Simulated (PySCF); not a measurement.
# Relaxation of triplet V(OH)₃

Level of theory: UB3LYP in PySCF with V def2-SVP, O def2-SVP, H def2-SVP; no relativity; density-fitted integrals. A (50,194) grid was used.

A hand-made T-shaped (heavy-atom frame) start, with no symmetry imposed:

Coordinates in bohr (charge 0 multiplicity 3):
```
V     0.0137    0.0000   -0.6765
O     0.0137    0.0000    3.0462
O     3.7342    0.0000   -0.5465
O    -3.7068    0.0000   -0.5465
H    -1.3760    0.0000    4.2124
H     4.8996   -1.3897   -0.5059
H    -4.8721    1.3897   -0.5059
```

Optimiser trace:
```
step  E − E(last) (kJ/mol)  largest gradient (Eh/bohr)
   0                224.88                     0.09709
   2                 59.72                     0.04040
   4                 30.68                     0.04245
   6                 14.43                     0.01943
   8                  9.53                     0.01023
  10                  8.71                     0.01771
  12                  6.03                     0.00506
  14                  4.70                     0.00888
  16                  3.09                     0.00361
  18                  2.69                     0.00293
  20                  2.09                     0.00454
  22                  1.73                     0.00312
  24                  1.28                     0.00512
  26                  1.10                     0.00264
  28                  0.97                     0.00143
  30                  0.75                     0.00224
  32                  0.52                     0.00298
  34                  0.31                     0.00229
  36                  0.06                     0.00114
  38                  0.02                     0.00057
  40                  0.01                     0.00024
  41                  0.00                     0.00026
```

It ends at C1 with O–H 0.962 Å, O–H 0.965 Å, O–H 0.968 Å, V–O 1.769 Å, V–O 1.781 Å, V–O 1.800 Å; H–O–V 122.3°, H–O–V 132.9°, H–O–V 144.0°, O–V–O 115.1°, O–V–O 117.3°, O–V–O 127.0°. No frequency check is given, so it may be a saddle point. Other isomers or separated fragments may lie lower.

Open d and f shells are described by one determinant, and the ground state may have another occupation or spin.

The relaxation took roughly 9 core-minutes on a shared host.
